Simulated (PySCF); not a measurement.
# Fractional electron number in Ru²⁺ (ruthenium, charge +2)

The 4d beta orbital of [Kr] 4d6 is emptied in steps (occupation f), with all orbitals relaxed, ending at [Kr] 4d5. Calculation: PySCF 2.14, in def2-TZVP with the def2 core potential (28 electrons); scalar relativity through the core potential. The exact energy is a straight line in f; departures are measured from the line between the end points of the same method.

| f | BLYP (eV) |
| --- | --- |
| 1 | 0.000 |
| 0.8 | -0.970 |
| 0.6 | -1.463 |
| 0.4 | -1.471 |
| 0.2 | -0.985 |
| 0 | 0.000 |

```csv
method,E(f=0) − E(f=1) (eV),−ε at f=1 (eV),−ε at f=0.4 (eV)
BLYP,28.633,22.605,29.821
```

Orbital energy along the path (eV):

```
  f     BLYP
  1  -22.605
0.8  -24.967
0.6  -27.374
0.4  -29.821
0.2  -32.305
  0  -34.816
```

Reference removal energy between the ground levels: 28.47 eV (semi-empirical (NIST evaluation); NIST Atomic Spectra Database, ionization energies). The calculation has no spin-orbit coupling. The determinant left behind need not be the lowest term of the ion.
